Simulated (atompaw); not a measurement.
## Ranking PAW (atompaw) potentials for Hf (Z = 72)

All share these settings but for the change named:

hafnium (Hf), PAW, made with atompaw 4.2.0.5 (PBE, scalar-relativistic). Core [Kr] 4d10 4f14, reference 5s2 5p6 5d2 6s2 6p0. Waves: 5s (bound): rc 1.60 bohr; 6s (bound): rc 2.95 bohr; 5p (bound): rc 2.20 bohr; 6p (bound, empty): rc 2.20 bohr; 5d (bound): rc 2.90 bohr; 5d channel at 4.2 Ry: rc 2.95 bohr; 5f channel at 0.35 Ry: rc 2.95 bohr; 5f channel at 1.65 Ry: rc 2.95 bohr. Local part: troulliermartins scheme with l = 4 at 0 Ry, radius 2.15 bohr. Core correction: smooth core density matched at 1.50 bohr. Augmentation charge: sinc compensation charge, radius 2.90 bohr; PAW radius 2.95 bohr; waves and projectors: custom rrkj vanderbiltortho.

Cutoff: the first of the cutoffs (Ry, on a coarse ladder) from which the occupation-weighted sum of valence levels, in a spherical-Bessel basis at the reference potential, stays within 10 and 1 mRy of its value at 400 Ry; the density cutoff is not measured.

The base gives 21 Ry.

Of 9 variants that were run, those that failed, showed a ghost or another fault, or gave nearly equal values are left out.

A variant can come out equal or close to the base.

Rank these variants from softest to hardest (loose cutoff).
A. all radii scaled by about 1.30 (s 2.08, p 2.86, d 3.76, f 3.82 bohr); local potential troulliermartins scheme with l = 4 at 0 Ry, radius 2.78 bohr; augmentation sinc compensation charge, radius 3.76 bohr; PAW radius 3.82 bohr; waves and projectors: custom rrkj vanderbiltortho; core correction smooth core density matched at 1.94 bohr
B. all radii scaled by about 0.93 (s 1.50, p 2.06, d 2.70, f 2.76 bohr); local potential troulliermartins scheme with l = 4 at 0 Ry, radius 2.00 bohr; augmentation sinc compensation charge, radius 2.70 bohr; PAW radius 2.76 bohr; waves and projectors: custom rrkj vanderbiltortho; core correction smooth core density matched at 1.40 bohr
C. all radii scaled by about 1.24 (s 1.98, p 2.72, d 3.58, f 3.64 bohr); local potential troulliermartins scheme with l = 4 at 0 Ry, radius 2.66 bohr; augmentation sinc compensation charge, radius 3.58 bohr; PAW radius 3.64 bohr; waves and projectors: custom rrkj vanderbiltortho; core correction smooth core density matched at 1.86 bohr
D. all radii scaled by about 0.82 (s 1.32, p 1.80, d 2.38, f 2.42 bohr); local potential troulliermartins scheme with l = 4 at 0 Ry, radius 1.76 bohr; augmentation sinc compensation charge, radius 2.38 bohr; PAW radius 2.42 bohr; waves and projectors: custom rrkj vanderbiltortho; core correction smooth core density matched at 1.22 bohr

A (12 Ry), C (15 Ry), B (21 Ry), D (25 Ry).
